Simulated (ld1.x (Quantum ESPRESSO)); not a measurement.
**Reading a pseudo-wave (tungsten)**

Columns: radius, all-electron u(r) and pseudo u(r) of the 6s shell (level -6.47 eV) of tungsten in the configuration [Xe] 4f14 5d4 6s1.5 6p0.5; LDA (PZ), scalar-relativistic, RRKJ scheme, ld1.x (Quantum ESPRESSO) 7.5.

```json
{"r (bohr)": "0.143", "all-electron": "0.1316", "pseudo": "-0.0138"}
{"r (bohr)": "0.285", "all-electron": "-0.1340", "pseudo": "-0.0283"}
{"r (bohr)": "0.428", "all-electron": "-0.1396", "pseudo": "-0.0446"}
{"r (bohr)": "0.570", "all-electron": "0.0874", "pseudo": "-0.0633"}
{"r (bohr)": "0.713", "all-electron": "0.2610", "pseudo": "-0.0858"}
{"r (bohr)": "0.855", "all-electron": "0.3062", "pseudo": "-0.1129"}
{"r (bohr)": "0.998", "all-electron": "0.2494", "pseudo": "-0.1461"}
{"r (bohr)": "1.140", "all-electron": "0.1346", "pseudo": "-0.1861"}
{"r (bohr)": "1.283", "all-electron": "-0.0043", "pseudo": "-0.2340"}
{"r (bohr)": "1.425", "all-electron": "-0.1426", "pseudo": "-0.2890"}
{"r (bohr)": "1.568", "all-electron": "-0.2693", "pseudo": "-0.3505"}
{"r (bohr)": "1.710", "all-electron": "-0.3766", "pseudo": "-0.4147"}
{"r (bohr)": "1.853", "all-electron": "-0.4642", "pseudo": "-0.4782"}
{"r (bohr)": "1.995", "all-electron": "-0.5315", "pseudo": "-0.5350"}
{"r (bohr)": "2.138", "all-electron": "-0.5810", "pseudo": "-0.5814"}
{"r (bohr)": "2.280", "all-electron": "-0.6142", "pseudo": "-0.6142"}
{"r (bohr)": "2.423", "all-electron": "-0.6341", "pseudo": "-0.6341"}
{"r (bohr)": "2.565", "all-electron": "-0.6425", "pseudo": "-0.6425"}
{"r (bohr)": "2.708", "all-electron": "-0.6418", "pseudo": "-0.6418"}
{"r (bohr)": "2.850", "all-electron": "-0.6337", "pseudo": "-0.6337"}
{"r (bohr)": "2.992", "all-electron": "-0.6197", "pseudo": "-0.6197"}
{"r (bohr)": "3.135", "all-electron": "-0.6012", "pseudo": "-0.6012"}
{"r (bohr)": "3.278", "all-electron": "-0.5792", "pseudo": "-0.5792"}
{"r (bohr)": "3.420", "all-electron": "-0.5551", "pseudo": "-0.5551"}
{"r (bohr)": "3.563", "all-electron": "-0.5292", "pseudo": "-0.5292"}
{"r (bohr)": "3.705", "all-electron": "-0.5025", "pseudo": "-0.5025"}
```

(1) How many radial nodes do the two functions have?

(2) At about which radius was the pseudo-wave matched?

(3) Is the pseudo-wave norm-conserving?

Answers

(1) The all-electron 6s function has n − l − 1 = 5 (the table is too coarse to show those close to the nucleus); the pseudo-wave has 0, since the states of the same l below it are removed with the core.

(2) 2.40 bohr. The columns agree to 0.0005 from 2.14 bohr on; several derivatives are matched, so the curves merge somewhat inside the radius.

(3) Yes: the RRKJ scheme keeps the norm inside the radius equal to the all-electron one, which fixes the energy derivative of the logarithmic derivative at the level.
